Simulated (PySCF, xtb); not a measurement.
H6OSeSi2, SMILES [SiH3]O[Se][SiH3]. Other conformers were not sampled.

Harmonic wavenumbers (cm⁻¹) from GFN2-xTB run with xtb at its own minimum, in rising order: 30, 84, 93, 141, 155, 374, 436, 493, 512, 600, 632, 726, 738, 746, 782, 794, 825, 880, 2213, 2262, 2277, 2282, 2294, 2311.

**Question.** What does PBE-D3(BJ)/def2-SVP (PySCF 2.14.0) give at its own minimum? (The exact figures need the calculation; the answer reports its results.)

**Answer.** 65, 103, 123, 160, 177, 372, 510, 554, 557, 680, 692, 829, 857, 877, 895, 909, 919, 946, 2155, 2159, 2164, 2178, 2181, 2188. Paired by order, the mean absolute difference is 75 cm⁻¹ and the zero-point energies are 32.4 and 33.2 kcal/mol.
